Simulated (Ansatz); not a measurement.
All numbers were calculated with Ansatz.

A structure relaxed at PBE0-D4/def2-TZVP, charge 0, multiplicity 1:

```xyz
13

C     1.0177   -0.7513   -0.4787
C     0.6372    0.6860   -0.8489
Si   -0.7983    1.0184    0.3279
C    -0.8839   -0.8061    0.8640
O    -0.1388   -1.4892   -0.1366
H     1.7216   -0.7443    0.3681
H     1.4888   -1.2883   -1.3040
H     0.2961    0.7387   -1.8854
H     1.4753    1.3749   -0.7318
H    -0.4750    1.9517    1.4416
H    -2.0260    1.5043   -0.3559
H    -1.8847   -1.2388    0.8846
H    -0.4299   -0.9562    1.8551
```

Q: Give its formula and SMILES.

A: C3H8OSi, `C1C[SiH2]CO1`.

Q: Point group (tolerance 0.08 Å, 0.16 Å for H)?

A: C1.

Q: Summarise the bond lengths by kind.

A: 1 × C–C 1.532 Å; 2 × C–O 1.414 to 1.422 Å; 6 × C–H 1.091 to 1.101 Å; 2 × C–Si 1.886 to 1.904 Å; 2 × H–Si 1.487 to 1.489 Å.
